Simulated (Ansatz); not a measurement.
Ideal-gas functions of Br$_{3}$FZr, SMILES `[F][Zr]([Br])([Br])[Br]` at 500 K and 1 bar, from an Ansatz frequency run at PBE0-D4/def2-TZVP.

Molar mass 349.93 g/mol, point group C3v (symmetry number 3), electronic degeneracy 1, moments of inertia 807.836, 807.888, 1311.243 u Å². Harmonic wavenumbers (cm⁻¹, unscaled): 64, 64, 79, 131, 131, 255, 325, 325, 692.

Use S(trans) = R[1.5 ln M + 2.5 ln T − 1.1517]; rotational temperatures θ = 24.2544 K / I; S(rot) = R[ln(√π/σ · √(T³/θAθBθC)) + 1.5]; for each mode x = 1.438777 ν̃/T, S = R[x/(eˣ − 1) − ln(1 − e⁻ˣ)] and H = RT x/(eˣ − 1); 1 cm⁻¹ = 0.0119627 kJ/mol; R = 8.31446 J/(mol·K).

By hand: the entropy, in J/(mol·K).

Translation 192.7. Rotation: θ = 0.03, 0.03, 0.0185 K, giving 131.3. Vibration, mode by mode: 22.39, 22.39, 20.65, 16.48, 16.48, 11.07, 9.17, 9.17, 3.84, in all 131.6. Electronic 0.0. Sum 455.6 J/(mol·K).

By hand: H − E and G − E in kJ/mol, counted from the electronic energy.

Zero-point energy ½ × 2066 × 0.0119627 = 12.4; thermal vibration 27.3; translation, rotation and pV give 4 RT = 16.6. H − E = 56.3 kJ/mol, and G − E = 56.3 − 500 × 455.6/1000 = -171.5 kJ/mol.

Vibration gives 29 % of the entropy, 98.4 J/(mol·K) of it from the modes under 150 cm⁻¹: soft modes count most, and the harmonic formula is weakest for them.
